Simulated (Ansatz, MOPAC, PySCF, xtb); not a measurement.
Dimer: ammonia borane (SMILES [BH3-][NH3+]) (first 8 atoms) with C2H4 (SMILES C=C); geometry from B3LYP-D3(BJ)/def2-TZVP.
(charge 0, multiplicity 1):
```tsv
atom	x (Å)	y (Å)	z (Å)
B	-0.9288	0.2896	0.2984
N	0.6322	-0.1670	0.5701
H	-1.0445	1.3660	0.8388
H	-1.6066	-0.5736	0.8076
H	-1.0487	0.3436	-0.9028
H	1.2837	0.5043	0.1745
H	0.8265	-1.0724	0.1528
H	0.8125	-0.2327	1.5723
C	0.2860	0.6058	3.8810
C	-0.1084	-0.6617	3.8664
H	1.1166	0.9371	4.4932
H	-0.2217	1.3572	3.2874
H	-0.9485	-0.9801	3.2602
H	0.3844	-1.4184	4.4658
```

Monomers are frozen at their geometry in the pair; levels with a basis set take the counterpoise correction. Rows marked so take none.

Rows in 6-31G* carry no dispersion term and start afresh at each structure (6-31G* with six Cartesian d functions). The state reached by AM1 isn't checked.

Programs: Ansatz (Gaussian orbitals); MOPAC for AM1 (differences of heats of formation); PySCF for 6-31G* rows, the dispersion terms; xtb for the GFN methods. Values without a source in brackets are computed.

Problem. One of these levels gives -1.69 kcal/mol for the interaction energy. Which?
A) GFN2-xTB
B) r2SCAN-D3(BJ)/def2-TZVPPD
C) AM1
D) BP86/6-31G* (no counterpoise)

Solution. C, AM1. The others give -2.92 (GFN2-xTB), -3.69 (BP86/6-31G* (no counterpoise)), -4.64 (r2SCAN-D3(BJ)/def2-TZVPPD)

Ansatz is a program for electronic structure.
